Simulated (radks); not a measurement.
The numbers below are computed, except where a source is named.
Q: Level of theory: scalar-relativistic Kohn-Sham, SCAN, spin-polarised, spherical densities, finite nucleus; open shells are filled with parallel spins first (spin-orbit coupling, left out, can overturn this in heavy ions); meta-GGA in the generalised Kohn-Sham scheme; Fermi nuclear charge, rms radius of each element as measured or else 0.836 A^(1/3) + 0.57 fm (a radial shooting solver on a logarithmic mesh with Libxc functionals). Each species is in its NIST ground configuration. Rank Cu, Au, Ag by mean radius of the outermost orbital (bohr), largest first.

A: Ag 3.06, Cu 2.85, Au 2.82.
